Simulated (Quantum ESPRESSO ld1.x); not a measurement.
Question: Species: Hg IV. Configuration: [Xe] 4f14 5d7 6p2 (not the ground configuration). Calculated with ld1.x of Quantum ESPRESSO 7.5: Dirac Kohn-Sham, relativistic LDA (MacDonald-Vosko exchange, VWN5 correlation), spin-unpolarised, spherical densities, point nucleus; open shells fill j = l - 1/2 first. Some entries of the table are withheld. Estimate them.

orbital  occ.  eigenvalue (eV)  <1/r> (bohr^-1)
1s1/2       2         -82493.2            97.18
2s1/2       2         -14663.3            23.93
2p1/2       2              (1)            23.87
2p3/2       4              (2)            19.36
3s1/2       2         -3515.83              (3)
3p1/2       2         -3251.27            8.699
3p3/2       4         -2825.19            7.518
3d3/2       4         -2385.82              (4)
3d5/2       6         -2293.98              (5)
4s1/2       2         -807.583            3.727
4p1/2       2         -693.924            3.618
4p3/2       4         -590.717            3.206
4d3/2       4         -404.396              (6)
4d5/2       6         -385.050              (7)
5s1/2       2         -162.054            1.535
4f5/2       6         -144.084            2.556
4f7/2       8         -139.882            2.519
5p1/2       2         -123.953            1.415
5p3/2       4         -105.076            1.268
5d3/2       4         -52.0823           0.9991
5d5/2       3         -49.7938           0.9666
6s1/2       0         -38.8640           0.6062
6p1/2       2         -29.6911           0.5262
6p3/2       0         -26.9535           0.4828
6d3/2       0         -15.8513           0.3556
6d5/2       0         -15.5375           0.3495
7p1/2       0         -12.5798           0.2639
5f5/2       0         -12.2528           0.3749
5f7/2       0         -12.2036           0.3717
7p3/2       0         -11.7504           0.2477

Answer: 
(1) 2p1/2 eigenvalue (eV): -14078.8
(2) 2p3/2 eigenvalue (eV): -12157.4
(3) 3s1/2 <1/r> (bohr^-1): 8.787
(4) 3d3/2 <1/r> (bohr^-1): 7.423
(5) 3d5/2 <1/r> (bohr^-1): 7.155
(6) 4d3/2 <1/r> (bohr^-1): 3.009
(7) 4d5/2 <1/r> (bohr^-1): 2.914
